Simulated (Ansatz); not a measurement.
Born–Oppenheimer molecular dynamics of H₇NOSi₂ (11 atoms, charge 0, multiplicity 1). It starts from a relaxed structure.

Method: RKS B3LYP-D4/6-31G* (Ansatz).

* ensemble: NVT, Nosé–Hoover chain
* time step: 0.5 fs
* steps asked: 100
* set temperature: 300 K
* thermostat: time constant 1 fs, chain length 1
* seed: 162406

First frame:

```xyz
11
Properties=species:S:1:pos:R:3
Si -0.011 -0.117 -0.035
O -0.136 -0.324 1.609
Si -1.263 -0.489 2.804
H -1.830 -1.867 2.818
H -0.614 -0.225 4.112
H -2.389 0.471 2.620
H 1.426 -0.284 -0.346
H -0.522 1.234 -0.382
N -0.904 -1.222 -1.007
H -1.892 -1.086 -1.179
H -0.651 -2.201 -1.065
```

Q: How far do the bonds stretch over the last three quarters of this one trajectory? (Pairs bonded in most of those frames.)

A: 
| bond | mean (Å) | spread (Å) | shortest | longest |
| --- | --- | --- | --- | --- |
| Si1–O2 | 1.690 | 0.063 | 1.60 | 1.77 |
| Si1–H7 | 1.485 | 0.009 | 1.47 | 1.50 |
| Si1–H8 | 1.494 | 0.016 | 1.47 | 1.52 |
| Si1–N9 | 1.733 | 0.040 | 1.69 | 1.80 |
| O2–Si3 | 1.683 | 0.055 | 1.59 | 1.74 |
| Si3–H4 | 1.491 | 0.040 | 1.43 | 1.56 |
| Si3–H5 | 1.486 | 0.018 | 1.46 | 1.51 |
| Si3–H6 | 1.495 | 0.036 | 1.44 | 1.55 |
| N9–H10 | 1.012 | 0.010 | 1.00 | 1.03 |
| N9–H11 | 1.016 | 0.005 | 1.00 | 1.02 |

Mean temperature of the second half: 302 K. The conserved energy stayed within 0.12 meV per atom of its start (net change 0.088 meV per atom), so the integration is sound. A run of 0.05 ps of so small a system gives no equilibrium averages.

Run time: 10 min on 1 thread of Arm Neoverse N1, with other jobs on the host, peak memory 0.16 GiB.
